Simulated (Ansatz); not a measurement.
(SrO)n off: PBE-D4/def2-SVP single points in Ansatz on relaxed structures, gas phase. Each cluster is the lowest isomer that a short search found in that spin, judged at the geometry's level, and lower ones may exist. Core potentials for Sr, no spin–orbit coupling. Binding counts from free atoms in the multiplicity of their measured ground term, without zero-point energy. Singlets are spin-restricted. The structures are stationary points that may keep the symmetry of their start.

```
                 species  atoms    state          geometry  HOMO (eV)  LUMO (eV)  gap (eV)  binding per atom (eV)  point group (within 0.1 Å)
Sr2O3 (with an O–O bond)      5  singlet  PBE0-D4/def2-SVP      -3.16      -1.51      1.65                   3.71                         C2v
Sr5O6 (with an O–O bond)     11  singlet   PBE-D4/def2-SVP      -3.16      -1.92      1.25                   4.23                           –
```

Q: Estimate the rows for SrO2 (with an O–O bond) (singlet, PBE-D4/def2-TZVP geometry).

A: 
| species | atoms | state | geometry | HOMO (eV) | LUMO (eV) | gap (eV) | binding per atom (eV) | point group (within 0.1 Å) |
| --- | --- | --- | --- | --- | --- | --- | --- | --- |
| SrO2 (with an O–O bond) | 3 | singlet | PBE-D4/def2-TZVP | -2.93 | -2.40 | 0.53 | 2.89 | C2v |

The gap (eV) runs from 0.53 (SrO2 (with an O–O bond)) to 1.65 (Sr2O3 (with an O–O bond)). The binding per atom (eV) runs from 2.89 (SrO2 (with an O–O bond)) to 4.23 (Sr5O6 (with an O–O bond)).
